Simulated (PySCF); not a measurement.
**Exercise with solution: oscillator strength and radiative lifetime**

Sn(OH)3 (H3O3Sn), SMILES [OH][Sn+]([OH])[OH], charge +1.

Geometry optimised at PBE0-D3(BJ)/def2-SVP. The multiplicity is an assumed one; other spin states were not compared. The isomer is the one that the SMILES or the coordinates give; other isomers of the formula were not compared. The def2 effective core potentials stand for the cores of Sn; spin–orbit coupling is left out. The values are those of a single conformer.

TDA-LC-ωPBE/def2-SVPD in PySCF puts the first singlet state with f over 0.02 at 6.33 eV (vertical), with the transition dipole (-0.188, -0.768, 0.000) in atomic units.

Question: Find the oscillator strength, the wavelength and the radiative lifetime that this transition would have in vacuum if emission retraced absorption.

Answer: 
|μ|² = 0.6252 au, so |μ| = 2.01 D. ΔE = 6.33/27.211 = 0.2326 hartree. f = (2/3) ΔE |μ|² = 0.097 (the program prints 0.097).
λ = 1239.84/6.33 = 196 nm; ν = 51055 cm⁻¹.
Einstein's coefficient A = 0.6670 ν² f s⁻¹ (ν in cm⁻¹) = 1.7e8 s⁻¹, so τ = 1/A = 5.9 ns. This state is S3; the lower singlets have f = 0.000, 0.000. The figure is the radiative limit of this one transition; relaxation, internal conversion, crossing to triplets and a medium change what is measured.
